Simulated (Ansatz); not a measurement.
Relaxation of CH$_{2}$BClN (6 atoms, charge -1, multiplicity 1), to a largest force component of 0.015 eV/Å in at most 40 steps.

These are results of RKS PBE-D4/def2-mTZVP in Ansatz 0.2.0, not measurements.

```xyz
6
Properties=species:S:1:pos:R:3:forces:R:3
N -1.102 0.986 0.113 -0.34 0.28 0.55
C 0.120 0.459 0.141 -0.53 0.88 0.18
B 0.742 -0.663 -0.589 0.61 -0.38 -1.02
Cl 1.156 -2.284 0.078 0.00 -0.44 0.44
H -1.769 0.294 -0.261 -0.06 -0.26 -0.25
H 0.852 1.208 0.517 0.33 -0.09 0.11
```

Task: Where does it end, and by what steps?

Result: The forces met the threshold. Limits of this set-up: an anion without diffuse functions, the dipole of an ion depends on the origin. After 9 steps the energy has fallen by 0.163 eV; B3 moved furthest, 0.22 Å.

| step | energy less start (eV) | largest force component (eV/Å) | accepted |
| --- | --- | --- | --- |
| 0 | 0.0000 | 1.025 | yes |
| 1 | -0.0534 | 1.420 | yes |
| 2 | -0.1129 | 0.972 | yes |
| 3 | -0.1453 | 0.460 | yes |
| 4 | -0.1602 | 0.080 | yes |
| 5 | -0.1619 | 0.101 | yes |
| 6 | -0.1626 | 0.037 | yes |
| 7 | -0.1627 | 0.031 | yes |
| 8 | -0.1630 | 0.061 | yes |
| 9 | -0.1631 | 0.014 | yes |

```xyz
6
Properties=species:S:1:pos:R:3
N -1.109 0.922 0.220
C 0.122 0.476 0.083
B 0.717 -0.639 -0.805
Cl 1.113 -2.156 0.229
H -1.734 0.284 -0.315
H 0.891 1.112 0.588
```

Run time: 42 s on 1 thread of Arm Neoverse N1, with other jobs on the host, peak memory 0.14 GiB.
